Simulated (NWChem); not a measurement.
# C$_{4}$H$_{3}$FOS; SMILES Oc1cc(F)cs1

```xyz
10

O     -1.1994    -2.1415     0.0000
C     -0.5494    -0.9702     0.0000
C     -1.1385     0.2644     0.0000
C     -0.1532     1.2907     0.0000
F     -0.4917     2.5725     0.0000
C      1.1413     0.8620     0.0000
S      1.1871    -0.8677     0.0000
H     -0.5779    -2.8775     0.0000
H     -2.2138     0.4334     0.0000
H      2.0523     1.4548     0.0000
```
Atoms are numbered in this order, from 1.

All runs: NWChem. The geometry was optimised at PBE0/def2-SVP. Level: PBE0/def2-SVP with SMD (1 M gas to 1 M solution), gas-phase geometry.

**Question.** Estimate the computed values for solvent water. Quantities: solvation free energy (kcal/mol); cavity-dispersion-structure term (kcal/mol); dipole in solution (D).

**Answer.** 
- solvation free energy (kcal/mol) = -4.1
- cavity-dispersion-structure term (kcal/mol) = 4.1
- dipole in solution (D) = 2.93
